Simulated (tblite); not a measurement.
Input of a run (GFN2-xTB geometry optimisation, gas phase (tblite 0.8.0)), started from a force field or distance geometry:
```
{"job": {"kind": "relax", "xc": "GFN2-xTB", "basis": "xTB"}, "charge": 0, "multiplicity": 1}
C      2.132600     1.243000    -0.425800
C      2.578600     0.070000    -0.186900
C      2.039700    -1.221800     0.093100
C      2.994200    -2.181900     0.286500
C      0.710500    -1.755000     0.205900
C     -0.466100    -1.231900     0.083900
O     -0.674500     0.082300    -0.191500
C     -1.693800     0.760300     0.514100
C     -1.730100     2.188800     0.027400
C     -3.044300     0.071800     0.370200
H      1.156100     1.640200    -0.511600
H      2.917200     2.034200    -0.586700
H      3.730900     0.057900    -0.162500
H      2.721900    -3.191400     0.500900
H      4.006100    -1.862600     0.232900
H      0.673100    -2.864500     0.443000
H     -1.358100    -1.860500     0.219900
H     -1.438600     0.741400     1.582900
H     -1.025400     2.750000     0.705900
H     -1.261100     2.242500    -0.978400
H     -2.752200     2.647300     0.063700
H     -3.224100    -0.526000     1.294100
H     -3.103100    -0.593000    -0.495700
H     -3.901300     0.778600     0.287000
```

Output (eV, eV/Å):
```
step      E/eV     max force
  0    -825.89452    4.218
  1    -826.17073    3.183
  2    -826.35185    0.613
  3    -826.39116    0.552
  4    -826.44621    0.625
  5    -826.47565    0.475
  6    -826.49504    0.403
  7    -826.51335    0.524
  8    -826.53172    0.435
  9    -826.55047    0.365
 10    -826.57028    0.292
 11    -826.59326    0.345
 12    -826.61660    0.359
 13    -826.63632    0.324
 14    -826.65453    0.285
 15    -826.67139    0.319
 16    -826.68423    0.227
 17    -826.69158    0.155
 18    -826.69656    0.134
 19    -826.70151    0.195
 20    -826.70664    0.172
 21    -826.71126    0.139
 22    -826.71549    0.133
 23    -826.72007    0.192
 24    -826.72516    0.225
 25    -826.73007    0.173
 26    -826.73454    0.158
 27    -826.73945    0.173
 28    -826.74596    0.264
 29    -826.75489    0.297
 30    -826.76582    0.242
 31    -826.77715    0.221
 32    -826.78762    0.226
 33    -826.79796    0.234
 34    -826.80889    0.242
 35    -826.81776    0.159
 36    -826.81714    0.301
 37    -826.82479    0.146
 38    -826.82657    0.103
 39    -826.82969    0.076
 40    -826.83102    0.076
 41    -826.83231    0.078
 42    -826.83343    0.064
 43    -826.83469    0.059
 44    -826.83572    0.056
 45    -826.83643    0.047
 46    -826.83697    0.049
 47    -826.83760    0.049
 48    -826.83839    0.067
 49    -826.83930    0.075
 50    -826.84024    0.079
 51    -826.84125    0.067
 52    -826.84241    0.078
 53    -826.84373    0.089
 54    -826.84513    0.080
 55    -826.84664    0.079
 56    -826.84832    0.084
 57    -826.85012    0.075
 58    -826.85183    0.085
 59    -826.85339    0.098
 60    -826.85499    0.087
 61    -826.85697    0.123
 62    -826.85945    0.130
 63    -826.86224    0.097
 64    -826.86521    0.118
 65    -826.86848    0.107
 66    -826.87163    0.150
 67    -826.87209    0.252
 68    -826.87592    0.117
 69    -826.87742    0.108
 70    -826.87976    0.097
 71    -826.88169    0.102
 72    -826.88426    0.089
 73    -826.88625    0.086
 74    -826.88774    0.091
 75    -826.88947    0.112
 76    -826.89128    0.110
 77    -826.89418    0.111
 78    -826.89533    0.100
 79    -826.89780    0.117
 80    -826.90122    0.086
 81    -826.90409    0.097
 82    -826.90695    0.103
 83    -826.91094    0.130
 84    -826.91598    0.173
 85    -826.89299    0.878
 86    -826.92268    0.148
 87    -826.92497    0.207
 88    -826.92968    0.138
 89    -826.93613    0.228
 90    -826.94084    0.185
 91    -826.95094    0.193
 92    -826.95619    0.200
 93    -826.96080    0.218
 94    -826.96579    0.234
 95    -826.96304    0.523
 96    -826.97429    0.482
 97    -826.98169    0.318
 98    -826.98753    0.136
 99    -826.99225    0.178
100    -826.99459    0.131
101    -826.99714    0.124
102    -826.99964    0.096
103    -827.00241    0.110
104    -827.00499    0.141
105    -827.00636    0.129
106    -827.00780    0.096
107    -827.00879    0.073
108    -827.00973    0.066
109    -827.01066    0.075
110    -827.01150    0.068
111    -827.01220    0.066
112    -827.01278    0.080
113    -827.01332    0.082
114    -827.01384    0.068
115    -827.01445    0.060
116    -827.01519    0.053
117    -827.01595    0.069
118    -827.01678    0.065
119    -827.01788    0.070
120    -827.01961    0.085
121    -827.02233    0.163
122    -827.02444    0.254
123    -827.02810    0.238
124    -827.03158    0.180
125    -827.03584    0.162
126    -827.03812    0.124
127    -827.04058    0.102
128    -827.04360    0.093
129    -827.04504    0.104
130    -827.04676    0.251
131    -827.04884    0.093
132    -827.05075    0.074
133    -827.05198    0.077
134    -827.05360    0.078
135    -827.05527    0.071
136    -827.05690    0.066
137    -827.05830    0.079
138    -827.05982    0.073
139    -827.06134    0.087
140    -827.06293    0.087
141    -827.06438    0.145
142    -827.06575    0.092
143    -827.06691    0.074
144    -827.06782    0.056
145    -827.06861    0.059
146    -827.06932    0.049
147    -827.06986    0.052
148    -827.07034    0.047
149    -827.07079    0.049
150    -827.07135    0.059
151    -827.07209    0.065
152    -827.07311    0.078
153    -827.07436    0.094
154    -827.07580    0.092
155    -827.07733    0.096
156    -827.07888    0.083
157    -827.07993    0.096
158    -827.08134    0.084
159    -827.08237    0.066
160    -827.08336    0.064
161    -827.08426    0.081
162    -827.08556    0.088
163    -827.08695    0.105
164    -827.08838    0.087
165    -827.08951    0.092
166    -827.09065    0.084
167    -827.09218    0.114
168    -827.09451    0.106
169    -827.09720    0.121
170    -827.09925    0.102
171    -827.10056    0.095
172    -827.10151    0.086
173    -827.10211    0.052
174    -827.10272    0.051
175    -827.10320    0.044
176    -827.10359    0.049
177    -827.10395    0.048
178    -827.10429    0.039
179    -827.10465    0.041
180    -827.10504    0.039
181    -827.10542    0.039
182    -827.10574    0.038
183    -827.10606    0.034
184    -827.10641    0.038
185    -827.10680    0.033
186    -827.10715    0.035
187    -827.10741    0.029
188    -827.10757    0.029
189    -827.10769    0.029
190    -827.10782    0.025
191    -827.10797    0.031
192    -827.10817    0.038
193    -827.10845    0.039
194    -827.10883    0.045
195    -827.10936    0.059
196    -827.11010    0.056
197    -827.11104    0.064
198    -827.11204    0.078
199    -827.11296    0.070
200    -827.11362    0.056
201    -827.11408    0.052
202    -827.11444    0.047
203    -827.11479    0.049
204    -827.11507    0.035
205    -827.11530    0.032
206    -827.11552    0.029
207    -827.11572    0.028
208    -827.11605    0.045
209    -827.11643    0.055
210    -827.11681    0.055
211    -827.11712    0.033
212    -827.11741    0.033
213    -827.11776    0.053
214    -827.11814    0.073
215    -827.11852    0.074
216    -827.11887    0.040
217    -827.11913    0.032
218    -827.11941    0.032
219    -827.11975    0.034
220    -827.12002    0.029
221    -827.12020    0.045
222    -827.12037    0.036
223    -827.12059    0.055
224    -827.12088    0.043
225    -827.12107    0.030
226    -827.12123    0.027
227    -827.12136    0.027
228    -827.12151    0.019
229    -827.12160    0.020
230    -827.12171    0.023
231    -827.12182    0.021
232    -827.12196    0.023
233    -827.12210    0.020
234    -827.12220    0.022
235    -827.12228    0.021
236    -827.12235    0.023
237    -827.12242    0.024
238    -827.12247    0.022
239    -827.12250    0.012
240    -827.12251    0.009
```

Task: Summarise the run.

Result: The energy falls by 118.5 kJ/mol over 240 L-BFGS steps, the largest force on an atom goes from 4.22 to 0.009 eV/Å, and the atoms move by 1.220 Å rms after alignment. The bond that changes most is C2–H13 (alkene CH carbon to vinylic hydrogen), which shortens by 0.072 Å. Bonds longer at the end by more than 0.005 Å: 10 of 23; shorter: 12. Among the angles that change most is C2–C3–C5, from 134.5° to 118.6°. Among the dihedrals that turn most is C1–C2–C3–C5, from 1° to -140°. The energy rose by more than 1e-5 eV at steps 36, 85 and 95. The first step brought 22 % of the lowering.

Task: What are the final bond lengths?

Result: C1=C2 1.324 Å, C2–C3 1.467 Å, C3=C4 1.339 Å, C3–C5 1.454 Å, C5=C6 1.337 Å, C6–O7 1.351 Å, O7–C8 1.419 Å, C8–C9 1.524 Å, C8–C10 1.529 Å, C1–H11 1.078 Å, C1–H12 1.077 Å, C2–H13 1.080 Å, C4–H14 1.077 Å, C4–H15 1.076 Å, C5–H16 1.081 Å, C6–H17 1.088 Å, C8–H18 1.103 Å, C9–H19 1.087 Å, C9–H20 1.087 Å, C9–H21 1.086 Å, C10–H22 1.088 Å, C10–H23 1.087 Å, C10–H24 1.087 Å. Numbering counts from 1 in the input's order; the species is `C=CC(=C)/C=C\OC(C)C`.

Hardware: one thread, Arm Neoverse V1 (aarch64) (shared host). Cost: 2.2 s of wall time.

Its GFN2-xTB frequencies are all real (lowest 35 cm⁻¹). One conformer, not necessarily the lowest. 2 starts were optimised and ended at 0.00 and 0.04 kcal/mol (GFN2-xTB); the lowest of these is shown.

These are computed values.
